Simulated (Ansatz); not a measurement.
One geometry of Ge(SiH3)Cl3 (SiGeH₃Cl₃), several levels of theory.

```yaml
crystal:
  periodic: [false, false, false]
  atoms:
    - {symbol: Ge, position_ang: [-0.002863, 0.006052, -1.069398]}
    - {symbol: Si, position_ang: [0.003552, -0.006957, 1.324005]}
    - {symbol: H, position_ang: [0.824576, 1.162481, 1.780595]}
    - {symbol: H, position_ang: [0.609930, -1.305546, 1.766877]}
    - {symbol: H, position_ang: [-1.420149, 0.114267, 1.780660]}
    - {symbol: Cl, position_ang: [2.019328, -0.015732, -1.866464]}
    - {symbol: Cl, position_ang: [-0.994941, 1.775780, -1.849632]}
    - {symbol: Cl, position_ang: [-1.039433, -1.730346, -1.866635]}
basis:
  gaussian: {orbitals: def2-TZVP, initial_orbitals: start.molden}
magnetization: {spin_polarized: true, initial_magnetization: 2}
hamiltonian: {xc: r2scan, dispersion: d4}
scf: {omitted_lower_state_checks: [starts]}
output: {orbitals: {seedname: orbitals}}
```

The file start.molden holds the orbitals of an earlier run on this structure, at another level or in another basis.

```sh
$ ansatz run in.yaml --threads 4 --pin off --events-out ev --progress --plain --max-ram 4787MiB
```

Output, abridged:

```
Functional definition: r2SCAN
1510 factors; their error is unknown
mean field evaluation 1: about -102009.5560 eV, gradient 8.8e0 eV
mean field evaluation 2: about -102009.6258 eV, gradient 1.6e-1 eV
mean field evaluation 4: about -102009.6089 eV, gradient 4.6e-3 eV
mean field evaluation 8: about -102009.6089 eV, gradient 6.2e-5 eV
mean field -102009.60890747 eV, -3748.7839827533 hartree, gradient 1.6e-5 eV, S^2 2.007626; 0 other end points of the search recorded, 0 dependent functions left out
reference -102009.60892271 eV, -3748.7839833131 hartree; 51, 49 occupied and 163, 165 virtual orbitals, 1510 factors
Total energy: -102009.68057169 eV, -3748.7866163645 hartree
Checks for a lower state left out: starts
```

It took 14 s on 4 threads of Intel Xeon on a shared host.

First input, but with `hamiltonian: {xc: pbe, dispersion: d4}` (abridged; 7 s):

```
Functional definition: PBE
mean field -101985.22209521 eV, -3747.8877839326 hartree, gradient 1.0e-5 eV, S^2 2.002923
Total energy: -101985.52408937 eV, -3747.8988820135 hartree
Checks for a lower state left out: starts
```

The first input with `gaussian: {orbitals: def2-TZVP}`, `hamiltonian: {xc: pbe0, dispersion: d4}` (abridged; 15 s):

```
Functional definition: PBE0
mean field evaluation 16: about -101989.9749 eV, gradient 3.7e-4 eV
mean field -101989.97490236 eV, -3748.0624463738 hartree, gradient 3.5e-5 eV, S^2 2.007628
Total energy: -101990.23881216 eV, -3748.0721448802 hartree
Checks for a lower state left out: starts
```

Geometry: PBE-D4/def2-SVP, that of the neutral singlet.

At PBE0-D4/def2-TZVP a singlet of charge 0 lies 5.18 eV below the triplet at the same geometry.
